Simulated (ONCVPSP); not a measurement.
Before and after: ONCV potential for nitrogen

* Element: N (Z = 7)
* Generator: ONCVPSP 4.0.1
* Type: optimised norm-conserving Vanderbilt (ONCV)
* Functional: LDA (Perdew-Wang 92)
* Relativity: scalar-relativistic
* Frozen core: [He]
* Valence charge: 5
* Reference configuration: 2s2 2p3
* Partial waves: 2s: rc 0.90 bohr, ncon 4, nbas 9, qcut 9.3 1/bohr, local; 2p: rc 2.35 bohr, ncon 4, nbas 7, qcut 5.7 1/bohr, 3 projectors, debl 0.6 Ha; d scattering state at 0.34 Ha: rc 2.05 bohr, ncon 5, nbas 9, qcut 5.2 1/bohr, 2 projectors, debl 1.8 Ha
* Local potential: the s channel
* Core correction: Teter function, fcfact 4.25, rcfact 1.65

All-electron outer shells of the reference configuration (LDA (PZ), scalar-relativistic, ld1.x):

```json
{"shell": "1s", "level (eV)": "-381.53", "outermost node (bohr)": "–", "outermost maximum (bohr)": "0.15"}
{"shell": "2s", "level (eV)": "-18.42", "outermost node (bohr)": "0.32", "outermost maximum (bohr)": "1.02"}
{"shell": "2p", "level (eV)": "-7.24", "outermost node (bohr)": "–", "outermost maximum (bohr)": "0.97"}
```

Change: all radii but the core radius scaled by about 1.13 (s 1.02, p 2.66, d 2.32 bohr).

Cutoffs: the cutoffs (Ha) at which the residual kinetic energy of the hardest occupied pseudo-wave falls to 1 and 0.1 mHa per electron; they do not see the model core or the augmentation charge, which bear on the density cutoff. Errors are all-electron minus pseudo energies relative to the spin-unpolarised reference configuration.

Q: Predict the effect on cutoff, ghosts and configuration errors.

A: The potential gets neither clearly harder nor softer (31 Ha and 39 Ha → 30 Ha and 37 Ha); of the 4 tests that both files solve, the error grows in 4 and shrinks in 0 by more than 15 % and 0.3 meV (median size 536.7 → 750.8 meV); neither file shows a bound ghost. More of the atom is replaced by a form fitted at one configuration, so other configurations suffer.

| quantity | base | changed |
| --- | --- | --- |
| cutoff, loose | 31 Ha | 30 Ha |
| cutoff, tight | 39 Ha | 37 Ha |
| loose cutoff by channel | s 31 Ha, p 12 Ha | s 30 Ha, p 11 Ha |
| bound ghosts | none | none |
| GHOST(+) flags under 300 eV | none | none |
| error for 2s2 2p2, meV [ΔE 13.73 eV] | +132 | +193 |
| error for 2s2 2p1, meV [ΔE 42.70 eV] | +942 | +1309 |
| error for 2s2 2p0, meV [ΔE 89.87 eV] | +3238 | +4354 |
| error for 2s2 2p2.5, meV [ΔE 5.17 eV] | +23 | +34 |
| rms error of d²Exc/dni dnj with the model core, mHa | 0.97 | 1.06 |
